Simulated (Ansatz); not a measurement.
BrHSe (SMILES [SeH]Br) moved off its minimum; all values from Ansatz (an electronic-structure program), cores frozen in correlated methods.
(charge 0, multiplicity 1)
```xyz
3

Se    -0.68577    -0.54716     0.85075
H     -1.61877    -1.01936    -0.16409
Br     0.70707     0.71110    -0.77280
```

| level | largest force (eV/Å) | on atom | rms difference from CCSD(T)/aug-cc-pVTZ (eV/Å) | dipole (D) |
|---|---|---|---|---|
| HF/def2-TZVPP | 1.92 | Br3 | 0.327 | 1.77 |
| PBE/def2-TZVPP | 1.46 | Se1 | 0.107 | 1.35 |
| r2SCAN/def2-TZVPP | 1.56 | Br3 | 0.085 | 1.42 |
| B3LYP/def2-TZVPP | 1.34 | Se1 | 0.033 | 1.44 |
| wB97M-V/def2-TZVPP | 1.84 | Br3 | 0.222 | 1.53 |
| MP2/aug-cc-pVTZ | 1.73 | Br3 | 0.166 | 1.39 |
| CCSD(T)/aug-cc-pVTZ | 1.39 | Br3 | 0.000 | 1.34 |

The differences count from one level among others, with limits of its own. Forces at CCSD(T)/aug-cc-pVTZ (eV/Å):

| atom | Fx | Fy | Fz |
|---|---|---|---|
| Se1 | 0.992 | 0.792 | -0.569 |
| H2 | -0.181 | -0.073 | -0.304 |
| Br3 | -0.810 | -0.719 | 0.873 |
